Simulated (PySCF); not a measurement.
Gas-phase reaction: 2 GaI3 + 3 H2 → 2 GaH3 + 3 I2

Energies from PySCF, thermal terms from the rigid-rotor harmonic-oscillator model, ideal gas at 1 bar. † marks an energy on the PBE0/def2-TZVP geometry and frequencies; other levels use their own. MP2 freezes the core. All species are closed-shell singlets. B3LYP is the form with VWN-RPA correlation. I: scalar-relativistic def2 core potential, no spin-orbit coupling. Ga: all electrons, no relativistic terms. GaH3: computed as isolated molecules; such fragments, hydroxides, amides, oligomers or adducts are transient or little studied in the gas. MP2 isn't extrapolated to the basis-set limit; its ΔH°(298 K) is 834.1 kJ in def2-SVP and 845.5 kJ in def2-TZVPP. The harmonic model lacks anharmonicity and excited electronic states, which grow with temperature; levels with a mode under 35 cm⁻¹ are left out. Soft modes under 120 cm⁻¹ make the harmonic entropy rough for GaI3.

ΔH° and ΔS° at 298 K: B3LYP/def2-TZVP† 694 kJ, 55 J/K; BLYP/def2-TZVP† 672 kJ, 55 J/K; MP2/def2-TZVPP† 845 kJ, 55 J/K; PBE/def2-SVP 721 kJ, 53 J/K.

Problem. With the heat capacities included, give log10 K (1 bar) at 500, 1000, 1200, 1400, 2500 K from B3LYP/def2-TZVP†, BLYP/def2-TZVP†, MP2/def2-TZVPP†, PBE/def2-SVP.

Solution. 
| T (K) | B3LYP/def2-TZVP† | BLYP/def2-TZVP† | MP2/def2-TZVPP† | PBE/def2-SVP |
|---|---|---|---|---|
| 500 | -69.9 | -67.6 | -85.7 | -72.8 |
| 1000 | -34.3 | -33.2 | -42.2 | -35.8 |
| 1200 | -28.4 | -27.5 | -35.0 | -29.6 |
| 1400 | -24.2 | -23.4 | -29.9 | -25.3 |
| 2500 | -13.1 | -12.6 | -16.2 | -13.6 |
